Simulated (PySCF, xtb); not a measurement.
SeF4, SMILES F[Se](F)(F)F.

Harmonic wavenumbers (cm⁻¹) from GFN2-xTB in xtb at its own minimum, in rising order: 55, 296, 304, 307, 360, 442, 458, 459, 505.

### Question
What does PBE-D3(BJ)/def2-SVP (PySCF) give at its own minimum? (An estimate is asked for; the answer gives what the named calculation found.)

### Answer
151, 212, 320, 321, 357, 564, 647, 676, 688. Paired by order, the mean absolute difference is 103 cm⁻¹ and the zero-point energies are 4.6 and 5.6 kcal/mol.
